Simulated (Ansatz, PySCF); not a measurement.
BeCl2, SMILES [Cl][Be][Cl]. Atoms are numbered in the order given.

```xyz
3

Be     0.0000     0.0000     0.0000
Cl     0.0000     0.0000    -1.8041
Cl     0.0000     0.0000     1.8041
```

The structure is a stationary point at B3LYP-D3(BJ)/def2-TZVP. The isomer is the one that the SMILES or the coordinates give; other isomers of the formula were not compared.

Two levels are set side by side: PBE-D3(BJ)/def2-TZVP (Ansatz, an electronic-structure program) and B3LYP-D3(BJ)/def2-TZVP (Ansatz). Each level has its own optimised geometry; the coordinates shown are those of the second. Frequencies come from the Hessian of PySCF at each geometry. Differences are taken from unrounded values.

```tsv
quantity	B3LYP-D3(BJ)	PBE-D3(BJ)	PBE-D3(BJ) minus B3LYP-D3(BJ)
mean bond length (Å)	1.804	1.809	0.005
bond Be1–Cl2 (Å)	1.804	1.809	0.005
bond Be1–Cl3 (Å)	1.804	1.809	0.005
highest harmonic wavenumber (cm⁻¹)	1125	1115	-10
mean harmonic wavenumber (cm⁻¹)	499	492	-7
zero-point energy (kcal/mol)	2.85	2.81	-0.04
```

On these quantities the two levels nearly agree.
